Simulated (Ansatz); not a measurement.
Mulliken charges of GaH4N (`[NH2][GaH2]`) from r2SCAN/def2-TZVPP in Ansatz (PBE0-D4/def2-TZVP geometry).

```csv
atom,x (Å),y (Å),z (Å),charge (e)
N1,-0.010,-0.952,0.046,-0.446
Ga2,0.009,0.859,-0.041,0.267
H3,0.263,-1.555,-0.711,0.162
H4,-0.296,-1.474,0.857,0.162
H5,0.484,1.493,-1.387,-0.072
H6,-0.450,1.629,1.237,-0.072
```

Question: By hand: the dipole of these point charges (1 e Å = 4.8032 D).

Answer: Σ q r = (-0.001, -0.062, 0.003) e Å, of length 0.062 e Å = 0.30 D.

Question: How does the dipole of the full density compare? (An estimate is asked.)

Answer: Ansatz gave: (-0.002, -0.224, 0.011) e Å, 1.08 D; the point charges give 0.28 times that, at 0° from its direction.

Point charges leave out the atoms' own dipoles, such as those of lone pairs, and Mulliken's split depends on the basis, so the two needn't agree.
